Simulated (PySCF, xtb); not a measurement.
CH4BFO2, SMILES B(OC)(O)F.

Coordinates come from a PBE0-D3(BJ)/def2-SVP optimisation. One conformer was computed; it need not be the lowest.

Method: IEF-PCM-ωB97X/def2-SVP (PySCF).

The values are the electrostatic part of the solvation free energy, E(continuum) − E(gas) at the gas-phase geometry, in a cavity of scaled van der Waals radii (PySCF's table); cavitation and dispersion terms are not included. In vacuum the orbital gap is 14.93 eV. The dipole moment in vacuum is 1.84 D.

Computed values in water (ε = 78.36), N,N-dimethylformamide (ε = 37.22), dimethylsulfoxide (ε = 46.83):
| solvent | ε | ΔG(elec) (kcal/mol) | dipole (D) | gap (eV) |
|---|---|---|---|---|
| water | 78.36 | -5.4 | 2.13 | 15.21 |
| N,N-dimethylformamide | 37.22 | -5.2 | 2.12 | 15.21 |
| dimethylsulfoxide | 46.83 | -5.3 | 2.13 | 15.21 |

For comparison, GFN2-xTB/ALPB(water) (xtb, at the GFN2-xTB geometry, all terms of that model) gives -7.1 kcal/mol.
